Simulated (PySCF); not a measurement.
# Orbital picture of CaAl

PBE0 at R = 3.168 Å; PySCF, spin-free X2C with a Gaussian nucleus, basis sets Ca x2c-SVPall, Al x2c-SVPall. State: quartet, unpaired electrons σ ↑, π ↑↑, a second solution, started from another occupation. Only the outer orbitals are listed, counted within each symmetry.

| spin | orbital | occ. | ε (eV) | on Ca (%) | main shells (%) |
| --- | --- | --- | --- | --- | --- |
| α | 7σ | 1 | -51.22 | 100 | 100 Ca s |
| α | 3π | 1 | -30.72 | 100 | 100 Ca p |
| α | 3π | 1 | -30.72 | 100 | 100 Ca p |
| α | 8σ | 1 | -30.66 | 100 | 100 Ca p |
| α | 9σ | 1 | -8.56 | 13 | 87 Al s, 8 Ca s |
| α | 10σ | 1 | -4.87 | 84 | 82 Ca s, 10 Al p |
| α | 4π | 1 | -3.47 | 32 | 67 Al p, 20 Ca d, 12 Ca p |
| α | 4π | 1 | -3.47 | 32 | 67 Al p, 20 Ca d, 12 Ca p |
| α | 11σ | 0 | -2.07 | 41 | 59 Al p, 28 Ca p, 11 Ca s |
| α | 12σ | 0 | -1.08 | 95 | 86 Ca d, 9 Ca p |
| α | 5π | 0 | -0.97 | 97 | 59 Ca d, 38 Ca p |
| β | 7σ | 1 | -50.94 | 100 | 100 Ca s |
| β | 3π | 1 | -30.45 | 100 | 100 Ca p |
| β | 3π | 1 | -30.45 | 100 | 100 Ca p |
| β | 8σ | 1 | -30.33 | 100 | 100 Ca p |
| β | 9σ | 1 | -7.13 | 16 | 84 Al s, 8 Ca s |
| β | 10σ | 0 | -2.64 | 81 | 79 Ca s, 14 Al p |
| β | 11σ | 0 | -1.11 | 47 | 52 Al p, 18 Ca d, 14 Ca s |
| β | 4π | 0 | -0.84 | 44 | 56 Al p, 34 Ca d, 10 Ca p |

Which are the highest filled and the lowest empty level, where do they sit, and how wide is the gap?

Highest filled α 4π at -3.47 eV (in %: 67 Al p, 20 Ca d, 12 Ca p); lowest empty β 10σ at -2.64 eV (in %: 79 Ca s, 14 Al p); the gap at PBE0 is 0.83 eV.

```
bond order (Mayer)                               : 1.39
⟨S²⟩                                             : 3.754
charge on Ca (Mulliken, basis-dependent)         : 0.22
charge on Ca (Löwdin, basis-dependent)           : 0.16
dipole moment (positive dipole means Ca(−)Al(+)) : -5.63 D
```
